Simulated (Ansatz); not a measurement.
Input file for Ansatz (a program for electronic structure): R-wB97M-V/def2-TZVPPD on HCl (SMILES Cl) with ghost functions, monomers drawn apart or pushed together. Files ending in .json are basis or fitting sets from the Basis Set Exchange.

Ansatz 0.2 input:
```yaml
crystal:
  periodic: [false, false, false]
  atoms:
    - {symbol: Cl, position_ang: [1.20790380, 0.53037820, 0.65711566]}
    - {symbol: H, position_ang: [0.72764192, 0.27999148, 1.82364411]}
basis:
  gaussian:
    orbitals: def2-TZVPPD.json
    ghost_atoms:
      - {symbol: As, position_ang: [-0.79577182, -0.51707449, 5.56482817]}
      - {symbol: H, position_ang: [-1.36945071, 0.53324470, 4.61787709]}
      - {symbol: H, position_ang: [-0.69561659, -1.55233860, 4.44805197]}
      - {symbol: H, position_ang: [0.63255548, -0.03612268, 5.32517093]}
hamiltonian:
  xc: {name: wB97M-V}
scf: {lower_state_search: off}
```

Output:

```
WARN ansatz: RAYON_NUM_THREADS=1 ignored (pool sized by the plan → 1); use --threads N
Functional definition: wB97M-V
these checks for a lower state are left out or cut short: stability, starts, cluster_reference, orbital_swaps, neighbouring_geometries, increment
integrals: 0.11 GiB planned
941 factors; their error is unknown
integrals: 0.14 GiB planned
221 factors; integrals over basis functions are off by at most 4.5e-5 eV
mean field: 0.77 GiB planned
mean field evaluation 1: about -12538.4461 eV, gradient 9.9e0 eV
mean field evaluation 2: about -12538.6756 eV, gradient 6.9e0 eV
mean field evaluation 4: about -12538.7603 eV, gradient 1.6e-1 eV
mean field evaluation 8: about -12538.7801 eV, gradient 2.4e-2 eV
mean field evaluation 16: about -12538.7801 eV, gradient 1.9e-6 eV
mean field -12538.78012089 eV, -460.7916703524 hartree, gradient 1.9e-6 eV, S^2 0.000000; 0 other end points of the search recorded, 0 dependent functions left out
reference -12538.78017875 eV, -460.7916724785 hartree; 9, 9 occupied and 164, 164 virtual orbitals, 941 factors
Total energy: -12538.78017875 eV, -460.7916724785 hartree
Checks for a lower state left out: stability, starts, cluster_reference, orbital_swaps, neighbouring_geometries, increment
```

Self-consistency was reached.

Cost: around 3 core-seconds (rough).
